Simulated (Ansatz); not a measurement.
`[SiH3]C[SiH2][GaH2]` + NH₃ → `N[SiH2]C[SiH3]` + `[GaH3]` at 298.15 K and 1 bar (cleavage of the Si–Ga bond).

Calculated with Ansatz (gas phase, PBE0-D4/def2-TZVP geometries, no zero-point term in ΔE). CBS: MP2 limit from def2 TZ/QZ plus the TZ coupled-cluster correction, frozen cores. This one scheme is used for every species. For Ga outer-core shells are correlated without core-valence functions, which leaves a few kJ/mol of doubt a bond. Scalar relativity is left out up to krypton. Each species was taken in one conformer, which may not be the lowest.

```tsv
species	CCSD(T)/CBS energy (Eh)	H − E (kJ/mol)	S (J/(mol·K))
`[SiH3]C[SiH2][GaH2]`	-2545.55264	241.2	372.5
NH₃	-56.50880	100.5	192.4
`N[SiH2]C[SiH3]`	-676.36397	272.4	363.9
`[GaH3]`	-1925.70545	59.6	218.4
```

H − E and S are ideal-gas, rigid-rotor, harmonic terms from PBE0-D4/def2-TZVP, for one conformer and one mirror image of each species. 1 Eh = 2625.50 kJ/mol, R = 8.31446 J/(mol·K).

Task: By hand: ΔE, ΔH, ΔS and ΔG.

Result: ΔE = (-676.36397) + (-1925.70545) − (-2545.55264) − (-56.50880) = -0.00798 Eh = -21.0 kJ/mol. Δ(H − E) = 272.4 + 59.6 − 241.2 − 100.5 = -9.7, so ΔH = -30.7 kJ/mol. ΔS = 363.9 + 218.4 − 372.5 − 192.4 = 17.4 J/(mol·K). ΔG = -30.7 − 298.15 × (17.4)/1000 = -35.9 kJ/mol.

Task: By hand: the equilibrium constant, and the temperature at which ΔG would vanish if ΔH and ΔS stayed fixed.

Result: log₁₀ K = −ΔG/(RT ln 10) = 6.3. ΔH and −TΔS have one sign here, so there is no such temperature.

ΔH outweighs TΔS. A doubt of 5 kJ/mol in ΔE shifts log₁₀ K by 0.9 here. Other conformers and mirror images would add mixing entropy, several J/(mol·K) or more a flexible species. Modes under 60 cm⁻¹, often nearly free rotors, make the harmonic entropy too high. These are equilibria of isolated gas molecules and say nothing of rates. Largest T1 diagnostic: 0.013 (customary marks: 0.02 for closed shells, 0.045 for open ones).
